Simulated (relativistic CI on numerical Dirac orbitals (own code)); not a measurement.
Hyperfine structure of Au XXXV, mass number 197

Computed by Dirac-Coulomb-Breit CI, separate exchange-only KLI orbitals for each configuration, a model potential for QED, unscaled Slater integrals (own radial code, finite nucleus).

Configuration list (outside the closed core [Ar] 3d10): 4s2 4p6 4d9, 4s2 4p6 4d8 4f, 4s2 4p5 4d10, 4s 4p6 4d10, 4s2 4p5 4d9 4f, 4s 4p6 4d9 4f, 4s2 4p6 4d8 5s, 4s2 4p6 4d7 4f 5s, 4s2 4p6 4d8 5p, 4s2 4p6 4d8 5d, 4s2 4p5 4d9 5s, 4s2 4p6 4d7 5s2, 4s2 4p6 4d6 4f 5s2, 4s2 4p5 4d7 4f 5s2, 4s 4p6 4d7 4f 5s2. Double excitations out of closed p, d and f shells are left out; levels of such configurations are missing from the list, as are those of other unlisted configurations, and high levels can miss mixing partners.

Nuclear spin I = 3/2, μ = 0.1452 μN, Q = 0.547 b (tables of Stone and Pyykkö). The electronic factors are computed for point nuclear moments, without core polarisation or the Bohr-Weisskopf and QED corrections.

```
                  Level  E (cm⁻¹)  A (MHz)  B (MHz)
     4s2 4p6 4d9 2D_5/2         0     1217   -14500
     4s2 4p6 4d9 2D_3/2    193052     3134   -12400
   4s2 4p5 4d10 2P°_3/2   1681836     4997   -53500
 4s2 4p6 4d8 4f 4F°_7/2   1748541    951.8    -9060
4s2 4p6 4d8 4f 4I°_15/2   1806619      797    -6120
```

Levels with J = 0, under 50 % of one LS term, or S terms without an open s electron are left out. Small factors come from cancelling terms and can be off by tens of per cent or more.

At this charge energies of transitions that change n are usually good to better than 1 %, and those within a shell (Δn = 0) to a few per cent.

(1) Give the hyperfine levels of 4s2 4p6 4d9 2D_5/2 relative to its centre of gravity.

Answers

(1) With K = F(F + 1) − I(I + 1) − J(J + 1), E = AK/2 + B[¾K(K + 1) − I(I + 1)J(J + 1)]/[2I(2I − 1)J(2J − 1)]: F = 1: -16550, F = 2: -2502, F = 3: 7680, F = 4: 933 MHz.

LS names give the leading component of a level, which can be under half, so a name can repeat, a term be missing and a line seem to break the LS rules.
